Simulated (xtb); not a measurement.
Mg(Me)(NH2) (CH₅MgN), SMILES [Mg]([NH2])[CH3]. All values are semi-empirical tight-binding results from xtb (GFN2-xTB unless named), good for trends rather than for accurate numbers. Geometry: GFN2-xTB. The values are those of a single conformer.

Optimised geometry:

```xyz
8

Mg     0.6125    -0.0984    -0.1530
C     -0.5787     1.4707    -0.8981
H     -1.2788     1.7323    -0.1069
H     -1.1450     1.1359    -1.7652
H     -0.0103     2.3559    -1.1726
N     -0.0868    -1.3175     1.1198
H      0.2638    -2.2499     1.3120
H     -1.0997    -1.3958     1.1188
```
Charge 0, spin multiplicity 1.

For metal compounds this method's bond lengths and energies can be far off.

Computed properties:
```yaml
orbital_gap: 2.03 eV
zero_point_energy: 34.9 kcal/mol
G − E(el) at 298.15 K (modified RRHO): 16.5 kcal/mol
```

Give the atomic charges and the Wiberg bond orders between heavy atoms. (Estimate from the structure and the level; the computed values follow.)

charges (e) Mg1 0.38, C2 -0.22, H3 0.04, H4 0.03, H5 0.03, N6 -0.52, H7 0.13, H8 0.13. Bond orders Mg1–C2 0.86, Mg1–N6 0.93.
